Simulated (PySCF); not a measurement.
Work out the structure from these simulated measurements.

Formula: C4H2F3O2; charge -1.

* Rotational structure: rotational constants A, B, C: 3.394, 0.820, 0.748 GHz [PBE0-D3(BJ)/def2-SVP]
* Polarisability: 67.7 au [B3LYP/def2-SVPD]
* UV, first state: lowest singlet excitation: 3.82 eV (325 nm, f = 0.000) [TDDFT B3LYP/def2-SVPD]
* 13C NMR: chemical shifts (computed TMS as zero) by class: 178.9 (1 C), 161.6 (1 C), 127.9 (1 C), 103.3 (1 C) ppm [GIAO PBE/pcSseg-2]
* Couplings: largest of the computed one-bond spin–spin couplings (means over like bonds): 19F–13C -392.9, 19F–13C -280.3 (×2), 13C–1H +183.5, 13C–1H +178.2 Hz [B3LYP/pcJ-1, spin–dipole term left out for some pairs]
* Valence photoelectron: vertical electron detachment energy: 4.82 eV [ΔSCF B3LYP/def2-SVPD]
* Triplet: lowest triplet excitation (Tamm–Dancoff): 3.59 eV [TDA B3LYP/def2-SVPD]
* NMR, other nuclei: isotropic shieldings of nuclei other than C and H, by class: -4 (2 O), 257 (1 F), 281 (2 F) ppm [GIAO PBE/pcSseg-2]

Gas-phase values; electronic properties from PySCF, density fitting. Levels stand in brackets. Isolated species at its PBE0-D3(BJ)/def2-SVP geometry (one conformer only). The geometry's basis has no diffuse functions, a weakness for an anion. No diffuse functions stand in pcJ-1 and pcSseg-2, which bears on an anion's orbital energies. Each NMR value is the plain mean over a class of atoms that symmetry, rotation or inversion makes alike.

Problem. What is the compound? Reason from the data.

Solution. Numbering: `[O:1]=[C:2]([O-:3])/[C:4]([F:5])=[CH:6]/[CH:7]([F:8])[F:9]`. 4 carbons fall into 4 classes; from least to most shielded: vinylic C–F carbon [C4] (178.9 ppm), carboxylate carbon [C2] (161.6 ppm), CHF2 carbon [C7] (127.9 ppm), alkene CH carbon [C6] (103.3 ppm). The other shieldings belong to: -4 ppm, carboxylate oxygen [O1/O3]; 257 ppm, vinyl fluorine [F5]; 281 ppm, fluorine of a CF2 group [F8/F9]. The couplings run between: -392.9 Hz, vinyl fluorine [F5] and vinylic C–F carbon [C4]; -280.3 Hz, fluorine of a CF2 group [F8] and CHF2 carbon [C7] (with 1 like pair); +183.5 Hz, CHF2 carbon [C7] and its hydrogen; +178.2 Hz, alkene CH carbon [C6] and its hydrogen. The first electron is taken from the HOMO, whose largest Löwdin shares are 0.50 on a carboxylate oxygen, 0.37 on a carboxylate oxygen and 0.07 on the carboxylate carbon. By its constants the optimised geometry is an asymmetric top. Structure: `O=C([O-])/C(F)=C/C(F)F`. The assignments are read from this structure; whether some other isomer fits the data as well wasn't checked.

The values belong to the conformer `[O:1]=[C:2]([O-:3])/[C:4]([F:5])=[CH:6]/[CH:7]([F:8])[F:9]`: O1–C2–C4–F5 -2°, C4–C6–C7–F8 -123°.
